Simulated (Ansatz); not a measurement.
```yaml
crystal:
  periodic: [false, false, false]
  atoms:
    - {symbol: O, position_ang: [0.266127, 1.907089, 0.315274]}
    - {symbol: Si, position_ang: [0.486902, 0.368613, 0.581157]}
    - {symbol: F, position_ang: [1.274510, 0.020795, 1.709464]}
    - {symbol: Si, position_ang: [-1.707167, -0.556574, 0.954745]}
    - {symbol: Si, position_ang: [1.526767, -0.491291, -1.470016]}
    - {symbol: H, position_ang: [-0.164811, 2.399989, 0.878641]}
    - {symbol: H, position_ang: [-1.594552, -2.056350, 1.159959]}
    - {symbol: H, position_ang: [-2.596852, -0.409694, -0.196435]}
    - {symbol: H, position_ang: [-2.422471, 0.141301, 2.092462]}
    - {symbol: H, position_ang: [2.774391, 0.322976, -1.736358]}
    - {symbol: H, position_ang: [1.490825, -1.921165, -1.363284]}
    - {symbol: H, position_ang: [0.543924, -0.057463, -2.485052]}
basis:
  gaussian: {orbitals: def2-TZVP}
hamiltonian: {xc: {name: r2SCANh}, dispersion: d3bjatm}
relax: {f_tol: 0.001, max_steps: 1}
```

```sh
$ ansatz run in.yaml --threads 4 --pin off --events-out ev --progress --plain --max-ram 10444MiB
```

Output, abridged:

```
Functional definition: r2SCANh
1371 factors; their error is unknown
mean field evaluation 1: about -28504.1408 eV, gradient 6.4e1 eV
mean field evaluation 2: about -28494.0439 eV, gradient 9.9e1 eV
mean field evaluation 4: about -28510.2629 eV, gradient 5.4e0 eV
mean field evaluation 8: about -28510.3017 eV, gradient 4.9e-2 eV
mean field evaluation 16: about -28510.3353 eV, gradient 5.7e-5 eV
mean field -28510.33526044 eV, -1047.7354958218 hartree, gradient 5.7e-5 eV, S^2 0.000000; 0 other end points of the search recorded, 0 dependent functions left out
reference -28510.33527493 eV, -1047.7354963544 hartree; 33, 33 occupied and 182, 182 virtual orbitals, 1371 factors
relax step   1: F+E_penalty+E_count = -28510.42671286 eV  Δ(F+E_penalty+E_count) = +0.000e0 eV  max|allowed force component| = 8.794e0 eV/Å  Δτ_max = 0.0000 Å  (27 SCF iters, accepted)
Error: geometry relaxation did not converge after 1 steps: max|allowed force component| = 8.79e0 eV/Å (threshold 1.0e-3). Raise `relax.max_steps` over both its present limit and 1, loosen `relax.f_tol`, or start from a geometry closer to equilibrium. Where this run's directory can be resumed (`checkpoint.write`), a resume goes on for up to `relax.max_steps` more
```

Q: What is wrong with this run?

A: The relaxation is allowed too few steps for its threshold. The run did not converge.
